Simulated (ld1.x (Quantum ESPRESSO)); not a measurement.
Before and after: ultrasoft potential for lithium

| Quantity | Value |
| --- | --- |
| Element | Li |
| Generator | ld1.x (Quantum ESPRESSO) 7.5 |
| Type | ultrasoft |
| Functional | LDA (PZ) |
| Relativity | scalar-relativistic |
| Frozen core | [He] |
| Valence charge | 1 |
| Reference configuration | 2s0.5 2p0 (charge +0.5) |
| Partial waves | 2s (bound): rcut 2.10, rcutus 2.85 bohr; 2s channel at 0.05 Ry: rcut 2.10, rcutus 2.85 bohr; 2p (bound, empty): rcut 3.45, rcutus 4.20 bohr; 2p channel at 0.8 Ry: rcut 3.45, rcutus 4.20 bohr; 3d channel at 0.45 Ry: rcut 3.20, rcutus 3.75 bohr; 3d channel at 1.45 Ry: rcut 3.20, rcutus 3.75 bohr |
| Local potential | all-electron potential smoothed inside 4.20 bohr (lloc = -1) |
| Core correction | none |
| Augmentation charge | PSQ, inside the norm-conserving radii |

Change: core correction a·sin(br)/r model core inside 2.52 bohr.

Cutoffs: the cutoffs (Ry, on a coarse ladder) from which the occupation-weighted sum of valence levels, in a spherical-Bessel basis at the reference potential, stays within 10 and 1 mRy of its value at 400 Ry; they do not see the model core or the augmentation charge, which bear on the density cutoff. Errors are all-electron minus pseudo energies relative to the spin-unpolarised reference configuration.

**Question.** What does the change do?

**Answer.** Both files are so soft that the ladder of cutoffs tells neither apart; of the 4 tests that both files solve, the error grows in 0 and shrinks in 4 by more than 15 % and 0.3 meV (median size 9.2 → 6.3 meV); neither file shows a bound ghost. Exchange and correlation are not linear in the density, so unscreening with the valence charge alone errs where core and valence overlap; a model core restores that term. A model core, the more so a compact one, raises the density cutoff, which this test does not measure.

```tsv
quantity	base	changed
cutoff, loose	6 Ry	6 Ry
cutoff, tight	6 Ry	6 Ry
bound ghosts	none	none
error for 2s1 2p0, meV [ΔE -2.04 eV]	+6.8	+5.0
error for 2s0 2p1, meV [ΔE -0.29 eV]	+3.9	+3.1
error for 2s0.5 2p0 (spin-polarised), meV [ΔE -0.09 eV]	+12	+7.5
error for 2s1 2p0 (spin-polarised), meV [ΔE -2.28 eV]	+29	+21
s: phases at 4.57 bohr within 0.05 rad from the reference energy up to (Ry; the scan ends near 5)	2.7	2.7
p: phases at 4.57 bohr within 0.05 rad from the reference energy up to (Ry; the scan ends near 5)	2.0	2.0
d: phases at 4.57 bohr within 0.05 rad from the reference energy up to (Ry; the scan ends near 5)	4.0	4.0
lowest overlap eigenvalue by channel	s 0.60, p 0.71, d 0.95	s 0.60, p 0.71, d 0.95
```
